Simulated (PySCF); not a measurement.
C₄H₁₆Al₂N₂, SMILES [CH3][Al-]1([CH3])[NH2+][Al-]([CH3])([CH3])[NH2+]1. The structure is a stationary point at r2SCAN-D4/def2-SVP.

Problem. Give the equilibrium geometry at r2SCAN-D4/def2-SVP (PySCF confirms it by a frequency run) as a Z-matrix, and its point group. (The exact figures need the calculation; the answer reports its results.)

Solution. point group D2h.
```
N
H 1 1.0227
H 1 1.0227 2 105.93
Al 1 1.9757 2 114.63 3 -127.41
C 4 1.9673 1 109.86 2 -8.33
H 5 1.1049 4 112.29 1 72.95
H 5 1.1049 6 106.04 4 -122.98
H 5 1.1055 6 106.49 7 -113.14
C 4 1.9673 5 123.86 6 -59.70
H 9 1.1049 4 112.29 5 59.70
H 9 1.1049 10 106.04 4 122.98
H 9 1.1055 10 106.49 11 113.14
Al 1 1.9757 2 114.63 3 127.41
C 13 1.9673 1 109.86 2 -131.17
H 14 1.1049 13 112.29 1 -167.66
H 14 1.1049 15 106.04 13 122.98
H 14 1.1055 15 106.49 16 113.14
C 13 1.9673 14 123.86 15 59.70
H 18 1.1049 13 112.29 14 -59.70
H 18 1.1049 19 106.04 13 -122.98
H 18 1.1055 19 106.49 20 -113.14
N 4 1.9757 5 109.86 6 167.66
H 22 1.0227 4 114.63 5 131.17
H 22 1.0227 23 105.93 4 127.41
```
